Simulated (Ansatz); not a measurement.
Nudged elastic band run: B₂H₆OSi

Input:

```yaml
crystal:
  periodic: [false, false, false]
  atoms:
    - { symbol: B, position_ang: [-1.441137, 0.889497, -0.052839] }
    - { symbol: Si, position_ang: [0.242172, -0.137961, -0.438986] }
    - { symbol: B, position_ang: [0.780763, -1.191135, 1.175077] }
    - { symbol: O, position_ang: [1.525833, 0.778906, -1.016183] }
    - { symbol: H, position_ang: [-2.402815, 0.298398, 0.382039] }
    - { symbol: H, position_ang: [-1.557528, 2.07785, -0.250843] }
    - { symbol: H, position_ang: [-0.209318, -1.153946, -1.467453] }
    - { symbol: H, position_ang: [-0.004799, -1.989658, 1.630749] }
    - { symbol: H, position_ang: [1.845649, -1.054152, 1.72813] }
    - { symbol: H, position_ang: [1.304379, 1.431201, -1.68669] }
basis:
  gaussian: { orbitals: def2-SVP }
hamiltonian:
  xc: pbe0
neb:
  order_check: false
  images: 9
  f_tol: 0.05
  max_iterations: 41
  final_atoms:
    - { symbol: B, position_ang: [-1.43990041, 0.88955128, -0.05314199] }
    - { symbol: Si, position_ang: [0.2430453, -0.13892718, -0.43983998] }
    - { symbol: B, position_ang: [0.78059263, -1.19147243, 1.17527264] }
    - { symbol: O, position_ang: [1.52589588, 0.77777358, -1.01914472] }
    - { symbol: H, position_ang: [-2.40163228, 0.29930385, 0.38258402] }
    - { symbol: H, position_ang: [-1.55572708, 2.07765228, -0.25204922] }
    - { symbol: H, position_ang: [-0.20848879, -1.15552383, -1.46738584] }
    - { symbol: H, position_ang: [1.8448547, -1.05541695, 1.72966112] }
    - { symbol: H, position_ang: [-0.0062695, -1.98898676, 1.63059454] }
    - { symbol: H, position_ang: [1.30082855, 1.43504615, -1.68354957] }
  initial_path:
    images:
      - { positions_ang: [[-1.441137, 0.889497, -0.052839], [0.242172, -0.137961, -0.438986], [0.780763, -1.191135, 1.175077], [1.525833, 0.778906, -1.016183], [-2.402815, 0.298398, 0.382039], [-1.557528, 2.07785, -0.250843], [-0.209318, -1.153946, -1.467453], [-0.004799, -1.989658, 1.630749], [1.845649, -1.054152, 1.72813], [1.304379, 1.431201, -1.68669]] }
      - { positions_ang: [[-1.40621047, 0.88909282, -0.02638644], [0.22757966, -0.15205339, -0.43860729], [0.79715008, -1.16268868, 1.16792444], [1.51426535, 0.77288634, -1.05151832], [-2.40005649, 0.38280854, 0.22707224], [-1.47484389, 2.03082904, -0.03716749], [-0.220895, -1.17091048, -1.44760602], [0.21988312, -2.02268633, 1.53359851], [1.58040249, -0.96356088, 1.83247495], [1.24592414, 1.34528301, -1.75678359]] }
      - { positions_ang: [[-1.37128394, 0.88868864, 6.612e-05], [0.21298731, -0.16614577, -0.43822858], [0.81353716, -1.13424235, 1.16077188], [1.50269771, 0.76686668, -1.08685363], [-2.39729798, 0.46721909, 0.07210548], [-1.39215978, 1.98380807, 0.17650801], [-0.232472, -1.18787496, -1.42775904], [0.44456524, -2.05571465, 1.43644802], [1.31515598, -0.87296976, 1.93681991], [1.18746929, 1.25936501, -1.82687717]] }
      - { positions_ang: [[-1.3363574, 0.88828446, 0.02651868], [0.19839497, -0.18023816, -0.43784987], [0.82992424, -1.10579603, 1.15361932], [1.49113006, 0.76084702, -1.12218895], [-2.39453946, 0.55162963, -0.08286127], [-1.30947568, 1.93678711, 0.39018352], [-0.244049, -1.20483944, -1.40791206], [0.66924736, -2.08874298, 1.33929753], [1.04990948, -0.78237864, 2.04116486], [1.12901443, 1.17344702, -1.89697076]] }
      - { positions_ang: [[-1.30143087, 0.88788028, 0.05297124], [0.18380263, -0.19433055, -0.43747116], [0.84631132, -1.07734971, 1.14646676], [1.47956241, 0.75482736, -1.15752427], [-2.39178095, 0.63604018, -0.23782803], [-1.22679157, 1.88976615, 0.60385902], [-0.255626, -1.22180391, -1.38806508], [0.89392948, -2.1217713, 1.24214703], [0.78466297, -0.69178752, 2.14550982], [1.07055958, 1.08752902, -1.96706434]] }
      - { positions_ang: [[-1.26650434, 0.8874761, 0.0794238], [0.16921029, -0.20842293, -0.43709245], [0.8626984, -1.04890339, 1.1393142], [1.46799476, 0.7488077, -1.19285959], [-2.38902244, 0.72045072, -0.39279479], [-1.14410746, 1.84274518, 0.81753453], [-0.267203, -1.23876839, -1.3682181], [1.11861159, -2.15479963, 1.14499654], [0.51941646, -0.6011964, 2.24985477], [1.01210472, 1.00161103, -2.03715793]] }
      - { positions_ang: [[-1.30118355, 0.88789114, 0.05291064], [0.18397729, -0.19452378, -0.43764195], [0.84627725, -1.07741719, 1.14650589], [1.47957499, 0.75460087, -1.15811661], [-2.39154441, 0.63622135, -0.23771903], [-1.22643139, 1.8897266, 0.60361778], [-0.25546016, -1.22211948, -1.38805165], [1.26386021, -1.93492309, 1.26192946], [0.41427927, -0.87875447, 2.12600273], [1.06984949, 1.08829805, -1.96643626]] }
      - { positions_ang: [[-1.33586277, 0.88830617, 0.02639749], [0.19874429, -0.18062463, -0.43819146], [0.82985609, -1.105931, 1.15369758], [1.49115521, 0.76039405, -1.12337364], [-2.39406637, 0.55199197, -0.08264326], [-1.30875531, 1.93670802, 0.38970103], [-0.24371731, -1.20547057, -1.4078852], [1.40910883, -1.71504656, 1.37886237], [0.30914208, -1.15631254, 2.00215068], [1.12759425, 1.17498508, -1.89571459]] }
      - { positions_ang: [[-1.37054198, 0.88872121, -0.00011567], [0.21351129, -0.16672548, -0.43874097], [0.81343494, -1.13444481, 1.16088926], [1.50273543, 0.76618723, -1.08863067], [-2.39658834, 0.4677626, 0.0724325], [-1.39107923, 1.98368944, 0.17578428], [-0.23197447, -1.18882166, -1.42771874], [1.55435745, -1.49517002, 1.49579529], [0.20400489, -1.43387061, 1.87829863], [1.18533902, 1.2616721, -1.82499291]] }
      - { positions_ang: [[-1.4052212, 0.88913624, -0.02662883], [0.2282783, -0.15282633, -0.43929047], [0.79701379, -1.16295862, 1.16808095], [1.51431566, 0.7719804, -1.05388769], [-2.39911031, 0.38353323, 0.22750826], [-1.47340316, 2.03067086, -0.03813247], [-0.22023163, -1.17217274, -1.44755229], [1.69960608, -1.27529348, 1.6127282], [0.09886769, -1.71142869, 1.75444659], [1.24308378, 1.34835913, -1.75427124]] }
      - { positions_ang: [[-1.43990041, 0.88955128, -0.05314199], [0.2430453, -0.13892718, -0.43983998], [0.78059263, -1.19147243, 1.17527264], [1.52589588, 0.77777358, -1.01914472], [-2.40163228, 0.29930385, 0.38258402], [-1.55572708, 2.07765228, -0.25204922], [-0.20848879, -1.15552383, -1.46738584], [1.8448547, -1.05541695, 1.72966112], [-0.0062695, -1.98898676, 1.63059454], [1.30082855, 1.43504615, -1.68354957]] }
```

Command:

```bash
$ ansatz run input.yaml --threads 1 --pin off --max-ram 2048MiB --backend cpu --events-out ev --progress --plain --runs-dir out
```

Output, in part (warnings, iteration lines, the closing report on the highest movable image, with atoms numbered from 0):

```
NEB end point (image 0): max|allowed force component| = 3.782e-3 eV/Å (the criterion of neb.relax_end_points is 1.000e-2)
NEB end point (image 10): max|allowed force component| = 5.237e-3 eV/Å (the criterion of neb.relax_end_points is 1.000e-2)
NEB iter   1: max|band force component| = 1.505e1 eV/Å  barrier→ = 4.2981 eV  barrier← = 4.2981 eV  Δτ_max = 0.1980 Å  (266 SCF iters)
NEB iter   2: max|band force component| = 3.255e0 eV/Å  barrier→ = 0.8568 eV  barrier← = 0.8567 eV  Δτ_max = 0.1896 Å  (258 SCF iters)
NEB iter   3: max|band force component| = 1.501e0 eV/Å  barrier→ = 0.3893 eV  barrier← = 0.3892 eV  Δτ_max = 0.1510 Å  (258 SCF iters)
NEB iter   4: max|band force component| = 6.529e-1 eV/Å  barrier→ = 0.2388 eV  barrier← = 0.2387 eV  Δτ_max = 0.0761 Å  (255 SCF iters)
NEB iter   5: max|band force component| = 3.138e-1 eV/Å  barrier→ = 0.2203 eV  barrier← = 0.2203 eV  CI = image 5  Δτ_max = 0.1694 Å  (250 SCF iters)
NEB iter   6: max|band force component| = 1.817e-1 eV/Å  barrier→ = 0.2000 eV  barrier← = 0.2000 eV  CI = image 5  Δτ_max = 0.1643 Å  (252 SCF iters)
NEB iter   7: max|band force component| = 1.437e-1 eV/Å  barrier→ = 0.1797 eV  barrier← = 0.1796 eV  CI = image 5  Δτ_max = 0.1781 Å  (252 SCF iters)
NEB iter   8: max|band force component| = 1.518e-1 eV/Å  barrier→ = 0.1635 eV  barrier← = 0.1635 eV  CI = image 5  Δτ_max = 0.0904 Å  (247 SCF iters)
NEB iter   9: max|band force component| = 2.999e-1 eV/Å  barrier→ = 0.1579 eV  barrier← = 0.1579 eV  CI = image 5  Δτ_max = 0.0449 Å  (246 SCF iters)
NEB iter  10: max|band force component| = 1.262e-1 eV/Å  barrier→ = 0.1542 eV  barrier← = 0.1542 eV  CI = image 5  Δτ_max = 0.0894 Å  (258 SCF iters)
NEB iter  11: max|band force component| = 1.007e-1 eV/Å  barrier→ = 0.1521 eV  barrier← = 0.1521 eV  CI = image 5  Δτ_max = 0.0759 Å  (250 SCF iters)
NEB iter  12: max|band force component| = 9.488e-2 eV/Å  barrier→ = 0.1508 eV  barrier← = 0.1508 eV  CI = image 5  Δτ_max = 0.0515 Å  (243 SCF iters)
NEB iter  13: max|band force component| = 8.444e-2 eV/Å  barrier→ = 0.1497 eV  barrier← = 0.1497 eV  CI = image 5  Δτ_max = 0.0462 Å  (247 SCF iters)
NEB iter  14: max|band force component| = 4.964e-2 eV/Å  barrier→ = 0.1490 eV  barrier← = 0.1489 eV  CI = image 5  Δτ_max = 0.0270 Å  (239 SCF iters)
NEB iter  15: max|band force component| = 4.845e-2 eV/Å  barrier→ = 0.1484 eV  barrier← = 0.1483 eV  CI = image 5  Δτ_max = 0.0000 Å  (255 SCF iters)
Total energy: -11360.65042009 eV, -417.4962024127 hartree
Atom 0 at    -1.411187     1.016185    -0.040628 Å, force    -0.014427    -0.010250     0.005176 eV/Å
Atom 1 at     0.106893    -0.213501    -0.490088 Å, force    -0.006140    -0.009689     0.016720 eV/Å
Atom 2 at     0.767223    -1.212276     1.159337 Å, force    -0.004068    -0.004861    -0.004866 eV/Å
Atom 3 at     1.514481     0.530133    -1.043967 Å, force    -0.003915     0.007618     0.001916 eV/Å
Atom 4 at    -2.425258     0.529783     0.412381 Å, force     0.003965     0.008912    -0.001917 eV/Å
Atom 5 at    -1.399019     2.219843    -0.168380 Å, force     0.006890     0.000850    -0.009325 eV/Å
Atom 6 at    -0.433777    -1.171832    -1.521981 Å, force     0.000088    -0.000099    -0.002854 eV/Å
Atom 7 at     1.259976    -2.312410     1.072328 Å, force     0.002303     0.004646    -0.003817 eV/Å
Atom 8 at     0.719964    -0.713470     2.259890 Å, force     0.006449     0.000191     0.000730 eV/Å
Atom 9 at     1.383902     1.276545    -1.635892 Å, force     0.008857     0.002682    -0.001764 eV/Å
Dipole moment:    -0.148742     0.166033    -0.060367 e Å
```

The run converged. The band force fell under the threshold earlier too, but the program's further tests of the path sent the band on. A vibrational analysis at the climbing image gives one clearly imaginary mode, 187i cm⁻¹: a first-order saddle point.

Final band (atoms are numbered from 1 in the order of the input):

```json
{"image": "0", "path coordinate (Å)": "0.00", "energy (kcal/mol)": "0.0", "dihedral O4–Si2–B3–H9 (°)": "8"}
{"image": "1", "path coordinate (Å)": "0.44", "energy (kcal/mol)": "0.2", "dihedral O4–Si2–B3–H9 (°)": "24"}
{"image": "2", "path coordinate (Å)": "0.88", "energy (kcal/mol)": "1.0", "dihedral O4–Si2–B3–H9 (°)": "41"}
{"image": "3", "path coordinate (Å)": "1.33", "energy (kcal/mol)": "2.1", "dihedral O4–Si2–B3–H9 (°)": "57"}
{"image": "4", "path coordinate (Å)": "1.77", "energy (kcal/mol)": "3.1", "dihedral O4–Si2–B3–H9 (°)": "74"}
{"image": "5", "path coordinate (Å)": "2.21", "energy (kcal/mol)": "3.4", "dihedral O4–Si2–B3–H9 (°)": "93"}
{"image": "6", "path coordinate (Å)": "2.68", "energy (kcal/mol)": "3.1", "dihedral O4–Si2–B3–H9 (°)": "113"}
{"image": "7", "path coordinate (Å)": "3.16", "energy (kcal/mol)": "2.1", "dihedral O4–Si2–B3–H9 (°)": "135"}
{"image": "8", "path coordinate (Å)": "3.64", "energy (kcal/mol)": "1.0", "dihedral O4–Si2–B3–H9 (°)": "156"}
{"image": "9", "path coordinate (Å)": "4.13", "energy (kcal/mol)": "0.2", "dihedral O4–Si2–B3–H9 (°)": "173"}
{"image": "10", "path coordinate (Å)": "4.61", "energy (kcal/mol)": "0.0", "dihedral O4–Si2–B3–H9 (°)": "-174"}
```

The run took 6.4 min on 1 thread of Arm Neoverse V2, with other jobs on the host, peak memory 0.18 GiB.
